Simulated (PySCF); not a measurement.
Correlation energy of Ni⁺ (nickel, charge +1)

[Ar] 3d9, 2D determinant. Calculation: PySCF 2.14, in ANO-RCC-VTZP; scalar relativity by spin-free X2C-1e. Frozen: [Ne]; 17 electrons correlated.

| level | correlation energy (mhartree) |
| --- | --- |
| CCSD | -673.95 |
| (T) | -17.50 |
| CCSD(T) | -691.45 |

Diagnostics: T1 = 0.013, D1 = 0.0264, largest double amplitude 0.030.

Task: Is a single reference adequate?

Result: Yes: T1 lies below 0.03 and no double amplitude reaches 0.07.
